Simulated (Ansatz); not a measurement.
One change: `C=CO[SiH2]F` becomes `C#COC=C`.

Ansatz, PBE0-D4/def2-TZVP geometries, multiplicity 1. Each molecule was computed in one conformer, which needn't be the lowest.

| property | `C=CO[SiH2]F` |
| --- | --- |
| size of the dipole moment (PBE/def2-TZVPP) / D | 1.17 |
| size of the dipole moment (B3LYP/def2-TZVPP) / D | 1.28 |
| LUMO energy (B3LYP/def2-TZVPP) / eV | 0.02 |
| HOMO–LUMO gap (ωB97M-V/def2-TZVPP) / eV | 11.69 |
| HOMO–LUMO gap (B3LYP/def2-TZVPP) / eV | 7.05 |
| HOMO–LUMO gap (PBE0/def2-TZVPP) / eV | 7.53 |

Question: Give the same properties after the change, and the shifts. (Estimate.)

Answer: Ansatz gave: 
| property | `C#COC=C` | shift |
| --- | --- | --- |
| size of the dipole moment (PBE/def2-TZVPP) / D | 1.11 | -0.06 |
| size of the dipole moment (B3LYP/def2-TZVPP) / D | 1.19 | -0.09 |
| LUMO energy (B3LYP/def2-TZVPP) / eV | -0.26 | -0.28 |
| HOMO–LUMO gap (ωB97M-V/def2-TZVPP) / eV | 11.41 | -0.28 |
| HOMO–LUMO gap (B3LYP/def2-TZVPP) / eV | 6.60 | -0.45 |
| HOMO–LUMO gap (PBE0/def2-TZVPP) / eV | 7.08 | -0.45 |

With PBE0 the HOMO rises by 0.16 eV and the LUMO falls by 0.28 eV, so the gap narrows by about 0.44 eV. PBE moves the HOMO by 0.17 eV and ωB97M-V by 0.22 eV. Dipoles are sizes alone; their direction can turn.

B3LYP here is the variant with VWN-RPA as its local correlation; programs differ in this.
